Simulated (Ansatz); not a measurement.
Reactions of `[NH2][Mo](=[S])(=[S])[Cl]`.

Gas-phase electronic energies from Ansatz, PBE0-D4/def2-TZVP geometries. CCSD(T)/CBS is the MP2 limit (def2-TZVPP, def2-QZVPP) plus CCSD(T) − MP2 in def2-TZVPP, frozen cores. This one scheme is used for every species. Functionals use def2-TZVPP. Elements past krypton have def2 core potentials. For Ga, Mo, Sn outer-core shells are correlated without core-valence functions, which leaves a few kJ/mol of doubt a bond. Scalar relativity is left out up to krypton. Each species was taken in one conformer, which may not be the lowest.

| reaction | HF/CBS(def2) (kJ/mol) | MP2/CBS(def2) (kJ/mol) | revPBE-D4 (kJ/mol) | CCSD(T)/CBS(def2) (kJ/mol) |
| --- | --- | --- | --- | --- |
| `[NH2][Mo](=[S])(=[S])[Cl]` + CH₄ → `[CH3][Mo]([NH2])(=[S])=[S]` + HCl | 135 | 166 | 145 | 138 |
| `[NH2][Mo](=[S])(=[S])[Cl]` + `OB(S)Cl` → `[OH][Mo](=[S])(=[S])[Cl]` + `NB(S)Cl` | 6 | 9 | 1 | 7 |
| `[NH2][Mo](=[S])(=[S])[Cl]` + `C[CH2][GaH][NH2]` → `[NH2][Mo]([NH2])(=[S])=[S]` + `C[CH2][GaH][Cl]` | -31 | 16 | -14 | -5 |
| `[NH2][Mo](=[S])(=[S])[Cl]` + `Cl[SiH]1[SiH2]S1` → `[S]=[Mo](=[S])([Cl])[Cl]` + `N[SiH]1[SiH2]S1` | -5 | -26 | -1 | -7 |
| `[NH2][Mo](=[S])(=[S])[Cl]` + `F[SiH2][SnH3]` → `[F][Mo](=[S])(=[S])[Cl]` + `N[SiH2][SnH3]` | 61 | 64 | 42 | 59 |

Largest T1 diagnostic: 0.025, for `[CH3][Mo]([NH2])(=[S])=[S]`.
